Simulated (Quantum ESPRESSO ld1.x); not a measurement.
Hf28+, 44 electrons, occupied as [Kr] 4d8.

Calculated with ld1.x of Quantum ESPRESSO 7.5: scalar-relativistic Kohn-Sham, LDA (Slater exchange, VWN5 correlation), spin-unpolarised, spherical densities, point nucleus.

Energy parts (eV):
| part | energy |
|---|---|
| total | -399849.4 |
| kinetic | 439100.6 |
| electron-nucleus | -941399.8 |
| Hartree | 109497.9 |
| exchange-correlation | -7048.2 |

Orbitals (lengths in bohr, moments of r in powers of bohr; r(90%) holds 90 % of the orbital's charge):
1s: occ. 2; eigenvalue (eV) -66212.1; r(90%) 0.0345; <r^4> 6.633e-07; <r> 0.01900; <1/r> 83.77
2s: occ. 2; eigenvalue (eV) -12143.9; r(90%) 0.125; <r^4> 0.0001010; <r> 0.08044; <1/r> 19.55
2p: occ. 6; eigenvalue (eV) -10786.1; r(90%) 0.117; <r^4> 0.00007835; <r> 0.07177; <1/r> 17.84
3s: occ. 2; eigenvalue (eV) -3526.54; r(90%) 0.305; <r^4> 0.003661; <r> 0.2080; <1/r> 7.263
3p: occ. 6; eigenvalue (eV) -3120.62; r(90%) 0.310; <r^4> 0.003880; <r> 0.2076; <1/r> 6.741
3d: occ. 10; eigenvalue (eV) -2642.45; r(90%) 0.291; <r^4> 0.002973; <r> 0.1879; <1/r> 6.374
4s: occ. 2; eigenvalue (eV) -1406.78; r(90%) 0.623; <r^4> 0.06556; <r> 0.4385; <1/r> 3.319
4p: occ. 6; eigenvalue (eV) -1262.42; r(90%) 0.652; <r^4> 0.07810; <r> 0.4551; <1/r> 3.088
4d: occ. 8; eigenvalue (eV) -1080.90; r(90%) 0.676; <r^4> 0.08826; <r> 0.4620; <1/r> 2.865
5s: occ. 0; eigenvalue (eV) -740.116; r(90%) 1.10; <r^4> 0.6596; <r> 0.7930; <1/r> 1.802
5p: occ. 0; eigenvalue (eV) -679.486; r(90%) 1.16; <r^4> 0.8014; <r> 0.8298; <1/r> 1.695

The highest occupied level is 4d at -1080.9 eV. For comparison, the ionisation energy in NIST's Atomic Spectra Database is 1094 eV (theoretical). In exact Kohn-Sham theory the highest level is minus the ionisation energy, but local and semilocal functionals leave it too shallow, through self-interaction and a potential that decays too fast; potentials with the right tail come closer. The density falls to 0.001 e/bohr^3 at r = 1.25 bohr. Summed over all electrons, <r^2> = 4.656 bohr^2, which gives a Langevin (diamagnetic) susceptibility term of -3.69 x 10^-6 cm^3/mol.

Beside tabulated values, note that spin-unpolarised runs miss the spin-polarisation part of the exchange energy of open shells.
